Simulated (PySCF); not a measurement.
Q: Write Cartesian coordinates for `c1(n(C=C)ccp1)Br` as optimised with PBE0-D3(BJ)/def2-SVP.

A: 
```
atom  x, y, z in Å
C1    -1.9138   -1.0949   -0.3715
C2    -1.2930    0.0855   -0.3496
N3     0.0571    0.3087   -0.0312
C4     0.9052   -0.6622    0.4546
C5     2.1734   -0.2150    0.6812
P6     2.3705    1.5017    0.2836
C7     0.7042    1.5159   -0.1690
Br8   -0.2001    3.0174   -0.8187
H9    -1.4223   -2.0446   -0.1540
H10   -2.9741   -1.1252   -0.6238
H11   -1.8265    1.0053   -0.5942
H12    0.5092   -1.6606    0.6277
H13    2.9624   -0.8568    1.0740
```

Orientation and origin are arbitrary. Atoms count from 1 in this order. The C–N distances run from 1.377 Å (N3–C7, aromatic) to 1.405 Å (C2–N3, drawn single), a spread of 0.028 Å. The 2 C–C bonds span 1.334 Å (C1=C2, drawn double) to 1.364 Å (C4–C5, aromatic), a spread of 0.030 Å. The C–P distances run from 1.727 Å (P6–C7, aromatic) to 1.773 Å (C5–P6, aromatic), a spread of 0.046 Å. The 5-membered ring N3–C4–C5–P6–C7 has internal angles of 87.7° to 114.8°; it is planar, 0.00 Å rms from its mean plane, widest ring torsion 0°.

Bonds between heavy atoms (Å): C1=C2 1.334, C2–N3 1.405, N3–C4 1.378, C4–C5 1.364, C5–P6 1.773, P6–C7 1.727, C7–Br8 1.869, N3–C7 1.377.

The calculation used PBE0-D3(BJ)/def2-SVP geometry optimisation, gas phase in PySCF 2.14.0.

Point group: near Cs, missed by 0.38 Å at most; the miss may be what the optimiser left on a soft mode. No frequency check. One conformer, not necessarily the lowest (C1–C2–N3–C4 -8°).
